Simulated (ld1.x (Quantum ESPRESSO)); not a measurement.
Results of a calculation; reference values are marked as such.
**Potentials for silicon compared**

Generated with ld1.x 7.5 (TM, RRKJ, ultrasoft, PAW), atompaw 4.2 or ONCVPSP 4.0.1. The cutoff is in Ry: for ld1.x and atompaw files where the sum of valence levels is converged to 10 mRy in a Bessel basis, for ONCV files where the hardest occupied wave has 1 mHa per electron of residual kinetic energy. The error is the largest all-electron minus pseudo excitation energy over each file’s own four to seven test configurations (ionisations up to +4, promotions, holes and added fractions of an electron), all of which were solved. The labels leave out finer settings (local radius, basis sizes, second energies), which also bear on the numbers. Spin-polarised tests are not counted. The rows are a selection from randomly drawn settings: files with unsolved tests, undetermined cutoffs or missed reference levels are left out.

```csv
potential,cutoff (Ry),largest error (meV),bound ghosts
"TM, LDA (PZ), scalar-relativistic, rc 1.50/1.50 (sp), local smoothed, core correction no, reference 3s2 3p2",35,+239,none
"TM, LDA (PZ), non-relativistic, rc 1.55/1.55/1.50 (spd), local s, core correction no, reference 3s2 3p2",30,+224,none
"PAW, PBE, scalar-relativistic, rc 2.10/2.60 (sp), local smoothed, core correction yes, reference 3s2 3p2",8,-56,none
"TM, PBE, scalar-relativistic, rc 1.30/1.45/1.30 (spd), local s, core correction no, reference 3s2 3p2",45,+73,none
"TM, PBE, non-relativistic, rc 1.30/1.50 (sp), local s, core correction yes, reference 3s1 3p3",40,+53,none
"PAW, BP86, scalar-relativistic, rc 1.65/1.55 (sp), local smoothed, core correction yes, reference 3s2 3p1.5",12,-40,none
```

(1) Fill in the row for Si: ultrasoft, LDA (PZ), non-relativistic, rc 1.85/2.75 (sp), local smoothed, core correction yes, reference 3s1 3p3.

(2) Fill in the row for Si: ultrasoft, PBE, non-relativistic, rc 2.05/1.60/1.70 (spd), local smoothed, core correction yes, reference 3s1.75 3p2.25.

## Answers

(1) cutoff 8 Ry, largest error +35 meV, bound ghosts: none.

(2) cutoff 6 Ry, largest error +56 meV, bound ghosts: none.
